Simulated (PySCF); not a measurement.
C3H2F3, SMILES F[C](C(F)=C)F, multiplicity 2. Atoms are numbered in the order given.

```xyz
8

C     -1.0815    -1.5733     0.0000
C      0.0053    -0.7293     0.0000
F      1.2482    -1.2395     0.0000
C     -0.0444     0.6600     0.0000
F     -1.1806     1.3250     0.0000
F      1.0146     1.4341     0.0000
H     -2.0930    -1.1700     0.0000
H     -0.9233    -2.6513     0.0000
```
Charge 0, spin multiplicity 2.

The structure is a stationary point at B3LYP-D3(BJ)/def2-SVP. The isomer is the one that the SMILES or the coordinates give; other isomers of the formula were not compared. The values are those of a single conformer.

Method: PBE/def2-TZVP (PySCF).

ESP charges are fitted to the potential on shells at 1.4 to 2.0 van der Waals radii. Atomic charges (e):

```csv
atom,meta-Löwdin,Löwdin,ESP fit,Mulliken,Mulliken spin
C1,-0.33,-0.19,-0.63,-0.33,0.61
C2,0.21,-0.38,0.23,0.12,-0.13
F3,-0.24,0.22,-0.14,-0.16,-0.01
C4,0.46,-0.44,0.25,0.30,0.49
F5,-0.20,0.26,-0.10,-0.11,0.04
F6,-0.19,0.27,-0.10,-0.10,0.05
H7,0.15,0.14,0.23,0.14,-0.02
H8,0.15,0.13,0.26,0.14,-0.03
```

Computed Mayer and Wiberg (Löwdin basis) orders of the bonds:
```
bond   Mayer  Wiberg
-----  -----  ------
C1–C2   1.47    1.79
C2–F3   1.09    1.71
C2–C4   1.38    1.55
C4–F5   1.17    1.85
C4–F6   1.20    1.88
C1–H7   0.94    0.89
C1–H8   0.94    0.89
```
